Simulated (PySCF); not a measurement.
# Telling isomers of C₅H₁₀FN₃Si apart by NMR

Theory: geometry from GFN2-xTB, GIAO PBE0/pcSseg-1 shieldings, in PySCF 2.14.0 with density-fitted response routines (a single conformation, one averaged value for each set of equivalent atoms, non-relativistic Hamiltonian, gas phase).

Scale: ¹H, ¹³C vs TMS (reference shieldings calculated alike). Splittings of carbon signals by F and P are missing where no couplings were computed. Where no couplings were computed, multiplicities follow the n + 1 count of equivalent neighbours, and m marks all less simple cases (inequivalent or close neighbours, rings, F or P nearby). Shifts are as computed. Against solution values, carbons near 30 ppm lie about +3 ppm off and those near 130 ppm about +5 ppm. Of 1211 compounds with measured shifts, 218 miss one by over three times the rms of a fit or turn the order of signals round; such compounds aren't used in these exercises. OH and NH positions are gas-phase values without hydrogen bonding to other molecules.

(1) Tabulate the signals of `C[Si](C)(C)c1n[nH]c(F)n1`, `C[Si](C)(C)n1ncc(F)n1` and their relative energies.

(2) What is the quickest way to tell C[Si](C)(C)c1n[nH]c(F)n1 from C[Si](C)(C)n1ncc(F)n1?

Answers

(1) 
```tsv
SMILES	carbon types	δC	δH	E rel. (kcal/mol)
C[Si](C)(C)c1n[nH]c(F)n1	2×C 3×CH3	168.2, 167.6, -0.7	9.51 (br s, 1H), 0.34 (s, 9H)	0.0
C[Si](C)(C)n1ncc(F)n1	1×C 1×CH 3×CH3	175.6, 124.6, 0.2	7.38 (m, 1H), 0.51 (s, 9H)	0.7
```

Energies are electronic energies at PBE0/pcSseg-1 on these geometries, without zero-point or thermal terms, each for the one conformer computed, which needn't be the lowest.

(2) Both give the same number of carbon signals, but DEPT or the intensities differ. The first has a substituted aromatic carbon next to a ring nitrogen (C) at 167.6 ppm, the second an aromatic CH next to a ring nitrogen at 124.6 ppm. Their most deshielded carbons lie at 168.2 and 175.6 ppm. In the proton spectra the most deshielded non-exchanging signals are 0.34 (s, 9H) and 7.38 (m, 1H).
